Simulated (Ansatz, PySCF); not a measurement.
C3H8BeSe, SMILES C[CH](C)[Be][SeH]. Atoms are numbered in the order given.

```xyz
13

Be     0.3724    -0.4372     0.0157
C     -0.8999    -1.3463    -0.6285
C     -0.4735    -2.7720    -1.0285
C     -1.6104    -0.6359    -1.7969
H     -1.6384    -1.4428     0.1958
H     -1.3344    -3.3649    -1.3877
H      0.2681    -2.7583    -1.8464
H     -0.0216    -3.3252    -0.1881
H     -1.9839     0.3628    -1.5149
H     -2.4758    -1.2209    -2.1583
H     -0.9345    -0.5001    -2.6593
Se     1.9093     0.6591     0.7883
H      1.2241     0.7392     2.0855
```
Charge 0, spin multiplicity 1.

Geometry: ωB97X-D3(BJ)/def2-SVP. Other conformers were not sampled.

Two levels are set side by side: PBE-D3(BJ)/def2-SVP (Ansatz, a first-principles code) and ωB97X-D3(BJ)/def2-SVP (PySCF). Each level has its own optimised geometry; the coordinates shown are those of the second. Frequencies come from the Hessian of PySCF at each geometry. Differences are taken from unrounded values.

| quantity | ωB97X-D3(BJ) | PBE-D3(BJ) | PBE-D3(BJ) minus ωB97X-D3(BJ) |
|---|---|---|---|
| mean bond length (Å) | 1.335 | 1.342 | 0.008 |
| bond Be1–C2 (Å) | 1.691 | 1.694 | 0.002 |
| bond Be1–Se12 (Å) | 2.040 | 2.050 | 0.010 |
| bond C2–C3 (Å) | 1.541 | 1.543 | 0.002 |
| bond C2–C4 (Å) | 1.541 | 1.543 | 0.002 |
| bond C2–H5 (Å) | 1.111 | 1.120 | 0.009 |
| bond C3–H6 (Å) | 1.105 | 1.114 | 0.009 |
| bond C3–H7 (Å) | 1.104 | 1.111 | 0.007 |
| bond C3–H8 (Å) | 1.103 | 1.110 | 0.007 |
| bond C4–H9 (Å) | 1.103 | 1.110 | 0.007 |
| bond C4–H10 (Å) | 1.105 | 1.114 | 0.009 |
| bond C4–H11 (Å) | 1.104 | 1.111 | 0.007 |
| bond Se12–H13 (Å) | 1.469 | 1.488 | 0.019 |
| highest harmonic wavenumber (cm⁻¹) | 3135 | 3040 | -96 |
| mean harmonic wavenumber (cm⁻¹) | 1370 | 1316 | -54 |
| zero-point energy (kcal/mol) | 64.63 | 62.08 | -2.55 |

Exact exchange shortens and stiffens bonds; PBE has none. Differences between two approximate levels are no errors against the true value.
